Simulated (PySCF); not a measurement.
A geometry optimisation, step by step.

Species: C8H6N (charge +1).
Numbering: `[N:1]#[C:2][c:3]1[cH:4][cH:5][cH:6][cH:7][cH:8][cH+:9]1` (hydrogens: H10 on C4; H11 on C5; H12 on C6; H13 on C7; H14 on C8; H15 on C9)
Bond orders are those of one Lewis drawing.

Method: B3LYP/def2-SV(P) geometry optimisation, gas phase (PySCF); density fitting, grid level 1; the optimiser is geomeTRIC in internal coordinates, started from a GFN2-xTB structure. The frame can shift and turn from step to step; on so coarse a grid that alone can change the energy by a few meV, and forces under 0.02 eV/Å are noise.

Step 0: E = -9867.1392 eV, largest atomic force 2.275 eV/Å
```
atom  x, y, z in Å  |  force x, y, z in eV/Å
N1      3.803   -0.731   -0.041    2.234  -0.430  -0.024
C2      2.681   -0.513   -0.029   -1.700   0.333   0.016
C3      1.278   -0.244   -0.015    0.292  -0.054   0.004
C4      0.920    1.110   -0.007   -0.034   0.043  -0.003
C5     -0.352    1.662    0.006   -0.044   0.020   0.003
C6     -1.585    1.012    0.016   -0.028   0.059  -0.001
C7     -1.846   -0.353    0.016   -0.045  -0.047   0.000
C8     -0.941   -1.413    0.003   -0.051  -0.003   0.004
C9      0.445   -1.370   -0.009   -0.043  -0.030  -0.004
H10     1.750    1.810   -0.012    0.235   0.254  -0.002
H11    -0.391    2.745    0.010   -0.010   0.427   0.000
H12    -2.455    1.659    0.026   -0.346   0.246   0.005
H13    -2.894   -0.634    0.026   -0.413  -0.100   0.001
H14    -1.377   -2.405    0.005   -0.169  -0.394   0.002
H15     0.959   -2.326   -0.016    0.123  -0.324  -0.003
```

Step 1: E = -9867.1988 eV, largest atomic force 0.100 eV/Å
```
atom  x, y, z in Å  |  force x, y, z in eV/Å
N1      3.891   -0.675   -0.190    0.038  -0.004  -0.001
C2      2.751   -0.456   -0.177    0.028  -0.008   0.000
C3      1.340   -0.187   -0.161   -0.098   0.020   0.000
C4      0.959    1.173   -0.154    0.093   0.038   0.000
C5     -0.324    1.725   -0.140   -0.020   0.074   0.000
C6     -1.568    1.078   -0.129   -0.047   0.031   0.001
C7     -1.829   -0.296   -0.130   -0.056  -0.011   0.001
C8     -0.910   -1.355   -0.142   -0.046  -0.061   0.000
C9      0.486   -1.313   -0.156    0.072  -0.070   0.000
H10     1.786    1.892   -0.160   -0.018  -0.014   0.000
H11    -0.359    2.821   -0.136    0.004  -0.030   0.000
H12    -2.447    1.734   -0.119    0.021  -0.011   0.000
H13    -2.887   -0.583   -0.121    0.024   0.002   0.000
H14    -1.346   -2.362   -0.140    0.016   0.026   0.000
H15     0.992   -2.285   -0.163   -0.010   0.019   0.000
```

Step 2: E = -9867.1991 eV, largest atomic force 0.035 eV/Å
```
atom  x, y, z in Å  |  force x, y, z in eV/Å
N1      3.891   -0.667   -0.190    0.003   0.004  -0.001
C2      2.751   -0.452   -0.177    0.010  -0.033   0.000
C3      1.337   -0.188   -0.162    0.000   0.022   0.000
C4      0.960    1.174   -0.154   -0.022  -0.011   0.000
C5     -0.323    1.727   -0.139    0.002   0.001   0.000
C6     -1.568    1.078   -0.129   -0.002  -0.002   0.000
C7     -1.829   -0.297   -0.130   -0.002   0.002   0.000
C8     -0.911   -1.359   -0.142    0.003   0.000   0.000
C9      0.486   -1.316   -0.156    0.010   0.016   0.000
H10     1.788    1.891   -0.160   -0.002  -0.003   0.000
H11    -0.359    2.822   -0.136   -0.002   0.000   0.000
H12    -2.446    1.733   -0.119   -0.001  -0.001   0.000
H13    -2.887   -0.584   -0.121    0.000   0.000   0.000
H14    -1.347   -2.364   -0.140    0.000   0.001   0.000
H15     0.993   -2.288   -0.163    0.002   0.004   0.000
```

Step 3: E = -9867.1992 eV, largest atomic force 0.023 eV/Å
```
atom  x, y, z in Å  |  force x, y, z in eV/Å
N1      3.892   -0.674   -0.191   -0.009   0.002   0.000
C2      2.752   -0.455   -0.177   -0.003   0.017   0.000
C3      1.339   -0.185   -0.162   -0.008  -0.001   0.000
C4      0.959    1.176   -0.154    0.003  -0.011   0.000
C5     -0.326    1.728   -0.139    0.002  -0.022   0.000
C6     -1.570    1.077   -0.129    0.013  -0.007   0.000
C7     -1.830   -0.298   -0.130    0.015   0.002   0.000
C8     -0.909   -1.358   -0.142    0.006   0.014   0.000
C9      0.489   -1.314   -0.156   -0.012   0.009   0.000
H10     1.785    1.894   -0.160    0.004   0.004   0.000
H11    -0.362    2.823   -0.136    0.000   0.006   0.000
H12    -2.449    1.731   -0.119   -0.005   0.002   0.000
H13    -2.887   -0.586   -0.120   -0.005  -0.002   0.000
H14    -1.343   -2.364   -0.140   -0.003  -0.007   0.000
H15     0.996   -2.284   -0.163    0.001  -0.005   0.000
```

Question: Summarise the path.

Answer: The energy falls by 5.79 kJ/mol from step 0 to step 3; nine tenths of that is first reached at step 1. It falls at every step. The largest force goes from 2.275 to 0.023 eV/Å. Among the bonds N1≡C2 changes most, from 1.143 to 1.161 Å; the atoms move by 0.025 Å rms after alignment.

The cost below is that of the whole optimisation. The run took 21 s on one thread of an Arm Neoverse V2, shared host with 192 logical CPUs at a one-minute load of 18, and the process peaked at 0.61 GiB of memory.
